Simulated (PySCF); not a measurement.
# BeZn: frontier orbitals

r²SCAN at R = 2.817 Å; Be def2-SVPD, Zn def2-SVPD; no relativity (PySCF 2.14). State: ¹Σ⁺ (singlet), closed shell. Only the outer orbitals are listed, counted within each symmetry.

| orbital | occ. | ε (eV) | on Be (%) | main shells (%) |
| --- | --- | --- | --- | --- |
| 7σ | 2 | -10.37 | 2 | 99 Zn d |
| 3π | 2 | -10.32 | 0 | 100 Zn d |
| 3π | 2 | -10.32 | 0 | 100 Zn d |
| 1δ | 2 | -10.32 | 0 | 100 Zn d |
| 1δ | 2 | -10.32 | 0 | 100 Zn d |
| 8σ | 2 | -7.02 | 44 | 53 Zn s, 40 Be s |
| 9σ | 2 | -4.79 | 58 | 54 Be s, 37 Zn s |
| 10σ | 0 | -2.18 | 60 | 57 Be p, 33 Zn p |
| 4π | 0 | -2.18 | 74 | 74 Be p, 26 Zn p |
| 4π | 0 | -2.18 | 74 | 74 Be p, 26 Zn p |

Which are the highest filled and the lowest empty level, where do they sit, and how wide is the gap?

Highest filled 9σ at -4.79 eV (in %: 54 Be s, 37 Zn s); lowest empty 10σ at -2.18 eV (in %: 57 Be p, 33 Zn p); the gap at r²SCAN is 2.61 eV.

The bond order (Mayer) is 0.52. The ⟨S²⟩ is 0.000 and the charge on Be (Mulliken, basis-dependent) is -0.10. The charge on Be (Löwdin, basis-dependent) is -0.09. The dipole moment (positive dipole means Be(−)Zn(+)) is 0.60 D.

Closed-shell solutions of metal pairs were not tested for spin polarisation, which can lower them a little.
